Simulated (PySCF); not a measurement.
ClH3OSiZn, SMILES [SiH3][O][Zn][Cl].

Geometry: PBE-D3(BJ)/def2-SVP. The structure was generated by enumeration; whether it is a known compound was not checked. One conformer was computed; it need not be the lowest.

Method: PySCF 2.14.0 with PBE-D3(BJ)/def2-SVP.

Frequencies are harmonic and unscaled.

Computed vibrational spectrum:
| mode | ν (cm⁻¹) | IR (km/mol) | moving atoms (share of kinetic energy) |
|---|---|---|---|
| 1 | 41 | 0.1 | H 75 %, Cl 8 % |
| 2 | 61 | 2.4 | Cl 30 %, Zn 27 %, Si 26 %, H 9 % |
| 3 | 118 | 18.9 | Zn 41 %, O 39 %, Cl 16 % |
| 4 | 146 | 12.8 | Zn 34 %, O 31 %, Si 20 %, Cl 9 % |
| 5 | 380 | 10.0 | Cl 61 %, O 22 %, Si 9 % |
| 6 | 548 | 26.9 | Zn 41 %, O 22 %, Si 17 %, Cl 10 %, H 8 % |
| 7 | 695 | 51.7 | H 84 %, Si 9 % |
| 8 | 711 | 51.1 | H 78 %, O 11 %, Si 10 % |
| 9 | 907 | 71.0 | H 96 % |
| 10 | 917 | 67.7 | H 96 % |
| 11 | 975 | 659.6 | H 49 %, O 26 %, Si 25 % |
| 12 | 978 | 33.3 | O 51 %, H 44 % |
| 13 | 2124 | 176.4 | H 96 % |
| 14 | 2128 | 112.3 | H 98 % |
| 15 | 2169 | 139.6 | H 97 % |
